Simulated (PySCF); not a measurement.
How methods differ on the excitation energy of B⁺

B⁺ [He] 2s2 (1S) → B⁺ [He] 2s1 3d1 (3D), as a difference of total energies. Computed with PySCF 2.14 in dyall-av3z (15s9p3d2f, 71 functions), with the non-relativistic Hamiltonian (point nucleus). Correlated levels: valence: 1s2 frozen; virtual orbitals above 40 to 60 times the deepest correlated orbital energy dropped. The calculations carry no spin-orbit coupling.

```
           method  excitation energy (cm⁻¹)
              UHF                    139100
              LDA                    141750
              PBE                    140970
             PBE0                    142200
          wB97M-V                    145390
              M06                    140880
            B3LYP                    143280
    MP2 (valence)                    146590
SCS-MP2 (valence)                    148760
```

**Question.** Estimate what r2SCAN gives.

**Answer.** 140940 cm⁻¹, closest to PBE among the rows shown.

**Question.** Estimate what HSE06 gives.

**Answer.** 141990 cm⁻¹, closest to PBE0 among the rows shown.

The promoted electron is Rydberg-like, and one or two diffuse shells describe it only roughly, which tends to raise the upper state.
